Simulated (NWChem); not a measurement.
System: C₂H₃ClO₂Si; SMILES O=C1[Si@@H](CO1)Cl

```xyz
9

O      1.5892    -1.8976     0.0559
C      0.5765    -1.2862    -0.0155
O     -0.6425    -1.7455     0.4203
C     -1.5713    -0.6600     0.1992
Si    -0.2113     0.3808    -0.6242
Cl     0.3538     2.1261     0.3052
H     -2.4074    -0.9991    -0.4309
H     -1.9631    -0.2882     1.1579
H     -0.2901     0.6336    -2.0880
```
Atoms are numbered in this order, from 1.

Results from NWChem. The geometry was optimised at PBE0/def2-SVP. B3LYP is NWChem's, with the RPA form of VWN correlation. Total energies of different functionals are on different scales.

| level | energy (Ha) | highest occupied level (eV) | orbital gap (eV) | dipole (D) |
|---|---|---|---|---|
| PBE/def2-TZVP | -977.7216 | -6.42 | 4.06 | 3.54 |
| B3LYP/def2-TZVP | -978.3370 | -7.62 | 6.02 | 3.85 |
| BLYP/def2-TZVP | -978.2524 | -6.31 | 4.11 | 3.62 |
| TPSSh/def2-TZVP | -978.3425 | -7.04 | 5.21 | 3.74 |
| PW6B95/def2-TZVP | -979.1856 | -7.97 | 6.62 | 3.85 |
